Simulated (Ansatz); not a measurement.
Te₃⁻. The state is a doublet with charge -1. Geometry PBE0-D4/def2-SVPD.

Cartesian coordinates in Å:
```
Te 0.499 -1.936 1.122
Te -0.752 1.251 -1.768
Te 0.253 0.685 0.645
```

In the def2 sets Te takes a core potential; there is no spin–orbit coupling. The structure comes from a short search, and lower isomers may exist.

Q: Estimate the α-spin orbital energies around the gap (eV) in Ansatz with PBE-D4/def2-SVPD, PBE-D4/def2-TZVPD, B97M-V/def2-TZVPD, BHLYP-D4/def2-TZVPD, ωB97X-V/def2-TZVPD.

A: 
```tsv
orbital	PBE-D4/def2-SVPD	PBE-D4/def2-TZVPD	B97M-V/def2-TZVPD	BHLYP-D4/def2-TZVPD	ωB97X-V/def2-TZVPD
HOMO−13	-35.83	-35.82	-37.19	-42.11	-41.40
HOMO−12	-35.83	-35.82	-37.19	-42.11	-41.40
HOMO−11	-35.82	-35.81	-37.18	-42.10	-41.39
HOMO−10	-35.82	-35.81	-37.18	-42.10	-41.39
HOMO−9	-12.79	-12.68	-13.12	-16.49	-17.80
HOMO−8	-10.68	-10.61	-10.95	-13.98	-15.26
HOMO−7	-9.25	-9.22	-9.40	-12.24	-13.52
HOMO−6	-4.08	-3.97	-4.18	-5.80	-7.03
HOMO−5	-3.39	-3.32	-3.52	-5.21	-6.63
HOMO−4	-2.92	-2.92	-3.25	-5.20	-6.54
HOMO−3	-1.34	-1.35	-1.60	-3.23	-4.51
HOMO−2	-1.14	-1.12	-1.30	-2.77	-4.03
HOMO−1	-0.97	-0.98	-1.15	-2.63	-3.89
HOMO	-0.41	-0.42	-0.68	-2.20	-3.43
LUMO	1.05	1.11	1.28	2.37	3.21
LUMO+1	1.86	1.89	2.00	2.81	3.43
LUMO+2	3.00	2.77	2.74	3.35	3.96
LUMO+3	3.06	2.78	2.82	3.45	4.04
LUMO+4	3.15	2.86	2.84	3.65	4.25
LUMO+5	3.56	3.07	3.00	3.66	4.33
β HOMO	-0.88	-0.89	-0.96	-2.12	-3.29
β LUMO	0.04	0.06	0.15	1.07	1.92
```
